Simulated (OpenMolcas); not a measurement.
Os5+ among 6 point charges of -1.7 e arranged as a tetragonal octahedron (D4h). The axial distance is 1.08 times the equatorial one, R.

```
Program             : OpenMolcas
Method              : CASSCF
Basis               : ANO-RCC-VDZP [7s6p4d2f1g]
Scalar Hamiltonian  : DKH2, point nucleus
Active space        : 3 electrons in 5 orbitals (5d)
State averaging     : 2S+1 = 4 even, 10 roots; 2S+1 = 2 even, 40 roots
Spin-orbit coupling : state interaction with AMFI integrals over the reference wave functions
```

All point charges move together. At R = 1.99 Å the first state of the same spin is 6647 cm-1, and at R = 2.17 Å it is 4344 cm-1.

Problem. A third run gives 2798 cm-1. What distance was it run at?

Solution. With a power law R^-n the two known points give n = -ln(4344 / 6647) / ln(2.17 / 1.99) = 4.91. Then R = 1.99 × (6647 / 2798)^(1/4.91) = 2.373 Å. The run was at 2.37 Å, so the estimate is off by +0.003 Å.

Without dynamic correlation the repulsion within the d shell is too large (B by tens of per cent), so at a given field states of lower spin stand too high. Spin-orbit coupling mixes the spin-free states strongly: the lowest level takes only 42 % from its leading state, 4B1 (figures for R = 1.99; the like holds for R = 2.17, R = 2.37). This is an electrostatic model: the charges have no orbitals. No measured value stands beside these numbers.
